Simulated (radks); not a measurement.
Valence configurations of Sc+ (all share [Ar]). Calculated with a radial shooting solver on a logarithmic mesh with Libxc functionals: Dirac Kohn-Sham, LDA (Slater exchange, Perdew-Wang correlation), spin-unpolarised, spherical densities, finite nucleus; open shells fill j = l - 1/2 first; Fermi nuclear charge, rms radius 3.5459 fm. Energies are relative to 3d1 4s1; eigenvalues in eV.

valence,E (eV),e(3d3/2),e(4p1/2),e(4s1/2)
3d1 4s1,0.000,-10.244,-,-9.951
4s2,1.571,-,-,-11.457
4s1 4p1,5.477,-,-8.093,-12.035
3d2,0.635,-7.181,-,-
3d1 4s0.5 4p0.5,1.730,-10.761,-6.799,-10.269
3d0.5 4s1.5,0.444,-12.221,-,-10.693
3d1 4p1,3.472,-11.268,-7.068,-
3d0.5 4s0.5 4p1,4.128,-13.256,-7.575,-11.291
3d1.5 4s0.5,0.107,-8.567,-,-9.244
3d0.5 4s1 4p0.5,2.278,-12.744,-7.317,-11.000

NIST lists [Ar] 3d1 4s1 as the ground configuration; this level of theory agrees among the configurations tried. The energies are those of spherical spin-averaged densities, not of single terms.
